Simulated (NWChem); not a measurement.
System: C3H2F3, doublet; SMILES C=[C]C(F)(F)F

```xyz
8

C     -0.0566     2.2214     0.0005
C     -0.5661     1.0146     0.0063
C     -0.0434    -0.3695     0.0005
F     -0.4597    -1.0402    -1.0732
F     -0.4424    -1.0429     1.0791
F      1.2971    -0.3788    -0.0103
H     -0.6878     3.1168     0.0069
H      1.0331     2.3739    -0.0109
```
Atoms are numbered in this order, from 1.

Level: PBE0/def2-SVP, spin-unrestricted (NWChem), optimised geometry, unscaled harmonic frequencies. 

Q: List the harmonic frequencies with IR intensities, and the thermochemistry.

A: 
| frequency (cm⁻¹) | IR intensity (km/mol) |
|---|---|
| 96 | 1.7 |
| 196 | 1.0 |
| 331 | 0.5 |
| 426 | 1.6 |
| 499 | 0.3 |
| 565 | 7.2 |
| 610 | 10.2 |
| 656 | 4.3 |
| 829 | 0.5 |
| 932 | 38.2 |
| 989 | 11.1 |
| 1216 | 273.5 |
| 1246 | 331.6 |
| 1271 | 284.6 |
| 1387 | 116.9 |
| 1802 | 19.1 |
| 3109 | 0.7 |
| 3222 | 0.9 |

- zero-point energy = 27.7 kcal/mol
- thermal correction to the enthalpy at 298.15 K (with zero-point energy) = 31.9 kcal/mol
- heat capacity Cv = 19.2 cal/(mol K)
- entropy at 298.15 K and 1 atm (symmetry number 1, electronic part: spin degeneracy alone) = 77.6 cal/(mol K)
- dipole moment = 2.17 D

Rigid rotor and harmonic oscillator; modes under 100 cm⁻¹ make the entropy uncertain.
